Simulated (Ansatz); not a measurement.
Cost and result up the ladder for (HBe-mu-F)2 (Be2H2F2) (6 atoms). Total charge 0; singlet. Geometry: PBE-D4/def2-TZVP.

```xyz
6

Be   -0.076   -0.809    0.755
H    -0.167   -1.786    1.666
F    -0.217   -0.741   -0.816
Be    0.075    0.809   -0.755
H     0.167    1.786   -1.666
F     0.218    0.741    0.816
```

Ansatz on 4 threads of Arm Neoverse V2 on a shared host. Times are rough, and most runs start from the orbitals of an earlier one. r2SCAN0-D4/def2-TZVP serves as the yardstick here, not as an exact answer. Differences are given only for rows in sets of like size (and for xTB, whose basis is part of the method), since another set adds its own error. Binding counts from free atoms at the same level (Be singlet, H doublet, F doublet; other spins of the atoms weren't run), without zero-point energy or a counterpoise term.

B3LYP takes the VWN-RPA correlation. Correlated methods freeze 2 core orbitals.

Correlated methods converge slowly with the basis.

```json
{"level": "HF/STO-3G", "functions": "22", "wall time": "0.1 s"}
{"level": "HF/6-31G", "functions": "40", "wall time": "0.1 s"}
{"level": "B3LYP-D4/6-31G", "functions": "40", "wall time": "0.25 s"}
{"level": "PBE-D4/def2-SVP", "functions": "56", "wall time": "0.3 s"}
{"level": "MP2/def2-TZVP", "functions": "112", "wall time": "0.35 s"}
{"level": "PBE-D4/def2-TZVP", "functions": "112", "wall time": "0.4 s"}
{"level": "PBE0-D4/def2-TZVP", "functions": "112", "wall time": "0.65 s"}
{"level": "PBE-D4/def2-TZVPD", "functions": "142", "wall time": "0.8 s"}
{"level": "PBE0-D4/def2-TZVPD", "functions": "142", "wall time": "0.85 s"}
{"level": "r2SCAN-D4/def2-TZVP", "functions": "112", "wall time": "0.95 s"}
{"level": "r2SCAN0-D4/def2-TZVP (with forces)", "functions": "112", "wall time": "1.2 s"}
{"level": "r2SCAN-D4/def2-TZVPD", "functions": "142", "wall time": "1.4 s"}
{"level": "CCSD(T)/def2-TZVPP", "functions": "128", "wall time": "7 s"}
{"level": "CCSD(T)/def2-TZVPD", "functions": "142", "wall time": "10 s"}
```

Estimate what each level gives for the binding energy per atom (eV).


| level | binding energy per atom (eV) | difference from r2SCAN0-D4/def2-TZVP (eV) |
| --- | --- | --- |
| HF/STO-3G | 3.42 | – |
| HF/6-31G | 2.75 | – |
| B3LYP-D4/6-31G | 3.53 | – |
| PBE-D4/def2-SVP | 3.61 | – |
| MP2/def2-TZVP | 3.50 | 0.00 |
| PBE-D4/def2-TZVP | 3.56 | 0.05 |
| PBE0-D4/def2-TZVP | 3.49 | -0.02 |
| PBE-D4/def2-TZVPD | 3.57 | 0.06 |
| PBE0-D4/def2-TZVPD | 3.50 | -0.01 |
| r2SCAN-D4/def2-TZVP | 3.58 | 0.07 |
| r2SCAN0-D4/def2-TZVP (with forces) | 3.51 | 0.00 |
| r2SCAN-D4/def2-TZVPD | 3.59 | 0.08 |
| CCSD(T)/def2-TZVPP | 3.37 | -0.14 |
| CCSD(T)/def2-TZVPD | 3.36 | -0.15 |
